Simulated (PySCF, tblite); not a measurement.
A set of runs on `CC1=C[P@+](C)(C2CC2)CC1`; the geometry of each is named by its level. Settings lines and outputs come from a driver script.

Species: C9H16P (charge +1).
Numbering: `[CH3:1][C:2]1=[CH:3][P@+:4]([CH3:5])([CH:6]2[CH2:7][CH2:8]2)[CH2:9][CH2:10]1` (hydrogens: H11, H12, H13 on C1; H14 on C3; H15, H16, H17 on C5; H18 on C6; H19, H20 on C7; H21, H22 on C8; H23, H24 on C9; H25, H26 on C10)

Step 1: GFN2-xTB geometry optimisation, gas phase (tblite 0.8.0) (from a force-field or distance-geometry start)
```json
{"job": {"kind": "relax", "xc": "GFN2-xTB", "basis": "xTB"}, "charge": 1, "multiplicity": 1}
```
```
step      E/eV     max force
  0    -802.42492    2.267
  1    -802.72326    0.890
  2    -802.80491    0.710
...
190    -803.25214    0.012
191    -803.25217    0.013
192    -803.25221    0.014
193    -803.25224    0.012
194    -803.25226    0.008
```

Energy lowered by 19.1 kcal/mol over 194 steps; largest atomic force 0.008 eV/Å at the end. «max force» is the largest atomic force in eV/Å.

The run took 2.0 s of wall time on one thread, Intel Xeon Platinum 8488C (x86_64) (shared host).

Step 2: GFN2-xTB harmonic vibrations, gas phase (tblite 0.8.0) (on the GFN2-xTB geometry)
```json
{"job": {"kind": "ir", "xc": "GFN2-xTB", "basis": "xTB"}, "charge": 1, "multiplicity": 1}
```
```
(table of modes left out)
```

72 modes from -22 to 3120 cm⁻¹ (unscaled, harmonic, a negative number standing for an imaginary wavenumber); zero-point energy 139.6 kcal/mol from the real modes; the lowest is imaginary at this level.

The run took 1.5 s wall on Intel Xeon Platinum 8488C, one thread, no GPU, shared host with 96 logical CPUs at a one-minute load of 26.

Step 3: PBE0-D3(BJ)/def2-SVP geometry optimisation, gas phase (PySCF 2.14.0) (from the GFN2-xTB geometry)
```json
{"job": {"xc": "PBE0", "basis": "def2-SVP", "d3": "d3bj", "grid": 1, "shake": 0.01, "kind": "geom"}, "charge": 1, "multiplicity": 1}
```
```
step   0  E = -692.81067587  max force = 0.039930
step   1  E = -692.81921701  max force = 0.005519
step   2  E = -692.81946139  max force = 0.001147
step   3  E = -692.81948301  max force = 0.000725
step   4  E = -692.81949733  max force = 0.000481
step   5  E = -692.81950514  max force = 0.000463
step   6  E = -692.81950988  max force = 0.000526
step   7  E = -692.81951440  max force = 0.000531
step   8  E = -692.81951645  max force = 0.000604
step   9  E = -692.81951900  max force = 0.000421
optimisation converged
```

Final energy -692.81952 Eh after 9 steps. Energies in Eh; «max force» is the largest Cartesian gradient component in Eh/bohr.

The run took 4.6 min on an Intel Xeon Platinum 8488C with one thread, on a shared host, and the process peaked at 0.94 GiB of memory.

Final geometry (PBE0-D3(BJ)/def2-SVP):
```
atom  x, y, z in Å
C1    -3.4420   -0.3410   -0.9803
C2    -2.1106   -0.1795   -0.3393
C3    -1.0311    0.3643   -0.9431
P4     0.3732    0.3517    0.1355
C5     1.0314    1.9971    0.4608
C6     1.6732   -0.7341   -0.4295
C7     3.0621   -0.6903    0.1668
C8     2.8509   -0.2358   -1.2328
C9    -0.5082   -0.3356    1.5772
C10   -1.9280   -0.6570    1.0786
H11   -4.2087    0.1990   -0.4010
H12   -3.4557    0.0262   -2.0138
H13   -3.7395   -1.4022   -0.9762
H14   -1.0152    0.7359   -1.9693
H15    1.8406    1.9554    1.2042
H16    1.4114    2.4425   -0.4697
H17    0.2158    2.6254    0.8459
H18    1.2687   -1.7181   -0.6922
H19    3.5407   -1.6564    0.3433
H20    3.2886    0.0617    0.9279
H21    3.1801   -0.8785   -2.0525
H22    2.9321    0.8330   -1.4481
H23    0.0313   -1.2168    1.9523
H24   -0.5081    0.4114    2.3846
H25   -2.1307   -1.7400    1.1201
H26   -2.6907   -0.1919    1.7238
```

 (This holds for the electronic-property runs.)

One conformer stands for the species.
